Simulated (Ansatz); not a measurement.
Reaction (formal hydrolysis of a Mo–Cl bond): `[O]=[Mo](=[O])([F])[Cl]` + H₂O → `[O]=[Mo](=[O])([OH])[F]` + HCl

Computed with Ansatz on PBE0-D4/def2-TZVP structures; ΔE is electronic, products minus reactants. CCSD(T)/CBS adds triple-zeta CCSD(T) − MP2 to the extrapolated MP2 energy (def2 sets, frozen cores). This one scheme is used for every species. DFT in def2-TZVPP. B3LYP here is the variant with VWN-RPA as its local correlation; programs differ in this. Elements past krypton have def2 core potentials. For Mo outer-core shells are correlated without core-valence functions, which leaves a few kJ/mol of doubt a bond. Each species was taken in one conformer, which may not be the lowest.

| level | ΔE (kcal/mol) |
| --- | --- |
| LDA (SPW92) | 4.9 |
| B3LYP-D4 | 5.8 |
| r2SCAN0-D4 | 6.4 |
| r2SCAN | 5.9 |
| r2SCAN0 | 6.4 |
| LC-ωPBE | 4.1 |
| CCSD/def2-SVP | 3.9 |
| CCSD(T)/def2-TZVPP | 6.6 |

Task: What does CCSD(T)/CBS give? (Estimate.)

Result: Ansatz gave: +7.9 kcal/mol. The listed levels differ from it by -3.0, -2.1, -1.5, -2.0, -1.5, -3.8, -4.0, -1.3 kcal/mol.

Largest T1 diagnostic among the species: 0.025, so the coupled-cluster value is less sure than usual.

In def2-TZVPP, CCSD(T) changes the Hartree–Fock value by +1.8 kcal/mol (the triples alone add +0.7 kcal/mol) and MP2 by +6.0 kcal/mol. Leaving LDA and LC-ωPBE aside and taking each functional with its dispersion term where it has one, the values, not all of them listed here, spread over 3.9 kcal/mol, from CAM-B3LYP-D4 to PBE-QIDH. LDA lies −1.1 kcal/mol from PBE without D4.
